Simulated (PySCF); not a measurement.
## Fractional electron number in Cr- (chromium, charge -1)

The 4s beta orbital of [Ar] 3d5 4s2 is emptied in steps (occupation f), with all orbitals relaxed, ending at [Ar] 3d5 4s1. Calculation: PySCF 2.14, in aug-cc-pVDZ; no relativity, point nucleus. The exact energy is a straight line in f; departures are measured from the line between the end points of the same method.

```
   f  PBE0 (eV)  r2SCAN (eV)  LC-wPBE (eV)
   1      0.000        0.000         0.000
0.75     -0.210       -0.256         0.037
 0.5     -0.280       -0.330         0.050
0.25     -0.205       -0.222         0.039
   0      0.000        0.000         0.000
```

For PBE0, how does the orbital energy at f = 1 compare with the removal energy?

−ε = -0.778 eV against a total-energy difference of 0.323 eV. By Janak's theorem ε = ∂E/∂f, so the gap between them reflects the curvature. Along the path −ε is -0.245 (f = 0.75), 0.330 (f = 0.5), 0.919 (f = 0.25) eV.

```json
{"method": "PBE0", "E(f=0) − E(f=1) (eV)": "0.323", "−ε at f=1 (eV)": "-0.778", "−ε at f=0.5 (eV)": "0.330"}
{"method": "r2SCAN", "E(f=0) − E(f=1) (eV)": "0.337", "−ε at f=1 (eV)": "-1.038", "−ε at f=0.5 (eV)": "0.413"}
{"method": "LC-wPBE", "E(f=0) − E(f=1) (eV)": "0.229", "−ε at f=1 (eV)": "0.430", "−ε at f=0.5 (eV)": "0.234"}
```

As f goes to zero the orbital energy of a semilocal functional can turn back, because the density of that orbital vanishes from the exchange-correlation potential.

At f = 1 the orbital energy is positive for PBE0, r2SCAN: only the finite basis holds the electron.

Reference removal energy between the ground levels: 0.676 eV (measured; photodetachment measurements, as compiled on the Wikipedia data page of electron affinities).
